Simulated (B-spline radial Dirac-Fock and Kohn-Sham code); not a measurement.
# Elastic scattering of 1 keV electrons by the free sulfur atom

Calculated with an atomic code on a B-spline grid, using relativistic (Dirac) partial waves in the static field of the Dirac-Fock atom with Furness-McCarthy exchange, without polarisation or absorption potentials.

```tsv
θ (°)	dσ/dΩ (Å²/sr)	Sherman function
0	17.4	0.000
1	17.0	0.000
2	16.0	0.000
3	14.4	0.000
5	10.6	0.000
7	7.03	0.000
10	3.45	0.000
15	1.09	0.000
20	0.457	0.000
25	0.239	0.001
30	0.140	0.001
40	0.0593	0.002
50	0.0314	0.002
60	0.0200	0.001
70	0.0145	-0.002
80	0.0115	-0.005
90	0.00983	-0.008
100	0.00884	-0.010
110	0.00828	-0.011
120	0.00798	-0.011
130	0.00783	-0.010
140	0.00777	-0.008
150	0.00776	-0.006
160	0.00777	-0.004
170	0.00778	-0.002
180	0.00779	0.000
```

Problem. What integrated cross sections go with this distribution?

Solution. The total elastic cross section is 1.43 Å², the first transport cross section 0.161 Å² and the second, weighted with (3/2) sin²θ, 0.257 Å². The mean deflection is ⟨1 − cos θ⟩ = 0.113, and 3.6 % of the collisions scatter beyond 90°.

On this grid of angles the cross section has a minimum near 150°, from interference among the few low partial waves with large phase shifts.

Phase shifts modulo π (rad) for κ = −1 to −5: 0.481, -0.801, 1.521, 1.051, 0.774.
